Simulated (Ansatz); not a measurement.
Consider the substitution at a C–Al bond: `[CH3][AlH][NH][SiH2]C` + `COB(O)F` → `COB(F)OC` + `C[SiH2][NH][AlH2]`.

Calculated with Ansatz (gas phase, PBE0-D4/def2-TZVP geometries, no zero-point term in ΔE). CCSD(T)/CBS is the MP2 limit (def2-TZVPP, def2-QZVPP) plus CCSD(T) − MP2 in def2-TZVPP, frozen cores. DFT in def2-TZVPP. B3LYP here is the variant with VWN-RPA as its local correlation; programs differ in this. Each species was taken in one conformer, which may not be the lowest.

`[CH3][AlH][NH][SiH2]C`:

```xyz
15

C     0.264   -3.225    0.085
Al   -0.551   -1.496    0.464
N     0.405   -0.002    0.259
Si   -0.048    1.640    0.548
C    -0.025    2.689   -0.998
H     1.287   -3.143   -0.293
H     0.292   -3.848    0.985
H    -0.321   -3.780   -0.656
H    -2.049   -1.326    0.952
H     1.360   -0.123   -0.058
H    -1.421    1.608    1.121
H     0.862    2.276    1.547
H     0.975    2.713   -1.441
H    -0.718    2.298   -1.747
H    -0.313    3.719   -0.770
```

`COB(O)F`:

```xyz
9

C    -1.019    0.483   -0.765
O     0.220    0.858   -0.196
B     0.955    0.010    0.544
O     0.566   -1.269    0.800
F     2.111    0.467    1.036
H    -1.798    1.140   -0.376
H    -1.273   -0.554   -0.536
H    -0.960    0.610   -1.848
H     1.198   -1.746    1.341
```

`COB(F)OC`:

Cartesian coordinates in Å:
```
C -1.572 0.010 -1.466
O -0.241 -0.452 -1.580
B 0.602 -0.370 -0.531
F 1.845 -0.824 -0.708
O 0.207 0.153 0.654
C 1.071 0.251 1.768
H -2.112 -0.532 -0.684
H -1.601 1.077 -1.232
H -2.061 -0.162 -2.424
H 0.638 -0.306 2.601
H 2.064 -0.146 1.548
H 1.159 1.301 2.056
```

`C[SiH2][NH][AlH2]`:

Cartesian coordinates in Å:
```
C -0.613 0.340 1.906
Si -0.609 -0.602 0.293
N 0.817 -0.322 -0.646
Al 0.980 0.411 -2.261
H -1.527 0.134 2.470
H 0.236 0.051 2.532
H -0.554 1.417 1.732
H -0.762 -2.054 0.603
H -1.757 -0.177 -0.552
H 1.676 -0.639 -0.214
H 2.437 0.513 -2.875
H -0.325 0.928 -2.987
```

CCSD(T)/CBS gives +1.03 eV.

Task: Another level gave +0.96 eV. Which?
A. PBE0-D4/def2-TZVPP
B. B3LYP/def2-TZVPP
C. MP2/def2-TZVPP
D. HF/def2-TZVPP

Result: B. B3LYP 0.96, MP2/def2-TZVPP 1.07, HF/def2-TZVPP 0.84, PBE0-D4 1.02 eV.

Largest T1 diagnostic among the species: 0.012.

In def2-TZVPP, CCSD(T) changes the Hartree–Fock value by +0.16 eV (the triples alone add +0.01 eV) and MP2 by +0.23 eV.
